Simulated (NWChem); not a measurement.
Molecule: CH4MgN2S

```xyz
9

Mg    -0.0106    -0.1375     0.0000
S     -0.0549    -2.4584     0.0000
H      1.2940    -2.5587     0.0000
C     -0.0132     2.2811     0.0000
N     -1.1361     1.5868     0.0000
N      1.1120     1.5894     0.0000
H     -0.0143     3.3870     0.0000
H     -1.9988     2.1145     0.0000
H      1.9725     2.1206     0.0000
```
Atoms are numbered in this order, from 1.

Coordinates come from a PBE0/def2-SVP optimisation.

Symmetry labels are those of Cs in the frame above (b1 and b2, or b-type labels, depend on it).

Question: List the 4 lowest vertical singlet excitations from PBE0/def2-SVPD, TDA (NWChem).

Answer: 
```csv
state,energy (eV),oscillator strength,symmetry,leading excitation (squared amplitude)
S1,5.02,0.084,a",HOMO → LUMO (0.97)
S2,5.40,0.018,a',HOMO → LUMO+1 (0.94)
S3,5.51,0.000,a",HOMO−1 → LUMO (0.95)
S4,5.63,0.084,a',HOMO−1 → LUMO+1 (0.91)
```
